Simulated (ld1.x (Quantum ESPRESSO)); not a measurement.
What one change does to a pseudopotential (tantalum (Ta), PAW)

```
Element                 : Ta (Z = 73)
Generator               : ld1.x (Quantum ESPRESSO) 7.5
Type                    : PAW
Functional              : PBE
Relativity              : scalar-relativistic
Frozen core             : [Xe] 4f14
Valence charge          : 5
Reference configuration : 5d3 6s1 6p0 (charge +1)
Partial waves           : 6s (bound): rcut 2.50, rcutus 2.75 bohr; 6s channel at 0.3 Ry: rcut 2.50, rcutus 2.75 bohr; 6p (bound, empty): rcut 2.65, rcutus 3.45 bohr; 6p channel at 0.05 Ry: rcut 2.65, rcutus 3.45 bohr; 5d (bound): rcut 2.40, rcutus 3.15 bohr; 5d channel at 1.55 Ry: rcut 2.40, rcutus 3.15 bohr
Local potential         : all-electron potential smoothed inside 3.10 bohr (lloc = -1)
Core correction         : Bessel-smoothed model core inside 1.55 bohr
Augmentation charge     : PSQ, inside the norm-conserving radii
```

Change: all radii but the core radius scaled by about 0.96 (s 2.66, p 3.32, d 3.04 bohr, rcut 2.42/2.56/2.32); local potential all-electron potential smoothed inside 3.00 bohr (lloc = -1).

Cutoffs: the cutoffs (Ry, on a coarse ladder) from which the occupation-weighted sum of valence levels, in a spherical-Bessel basis at the reference potential, stays within 10 and 1 mRy of its value at 400 Ry; they do not see the model core or the augmentation charge, which bear on the density cutoff. Errors are all-electron minus pseudo energies relative to the spin-unpolarised reference configuration.

Q: Predict the effect on cutoff, ghosts and configuration errors.

A: Both files are so soft that the ladder of cutoffs tells neither apart; of the 7 tests that both files solve, the error grows in 0 and shrinks in 3 by more than 15 % and 0.3 meV (median size 35.0 → 28.3 meV); neither file shows a bound ghost. Less of the atom is replaced, so other configurations are described better.

```tsv
quantity	base	changed
cutoff, loose	10 Ry	10 Ry
cutoff, tight	12 Ry	12 Ry
loose cutoff by channel (10 mRy a level)	s 6 Ry, d 8 Ry	s 6 Ry, d 10 Ry
bound ghosts	none	none
error for 5d3 6s2 6p0, meV [ΔE -8.47 eV]	-4.3	-1.4
error for 5d3 6s0 6p0, meV [ΔE 14.97 eV]	-18	-15
error for 5d2 6s0 6p0, meV [ΔE 38.58 eV]	-224	-221
error for 5d3 6s0 6p1, meV [ΔE 5.08 eV]	-3.7	-3.6
error for 5d4 6s0 6p0, meV [ΔE 1.43 eV]	-36	-36
error for 5d4 6s1 6p0, meV [ΔE -6.37 eV]	-35	-28
error for 5d1 6s0 6p0, meV [ΔE 73.62 eV]	-959	-958
lowest overlap eigenvalue by channel	s 0.43, p 0.54, d 0.86	s 0.45, p 0.54, d 0.86
```
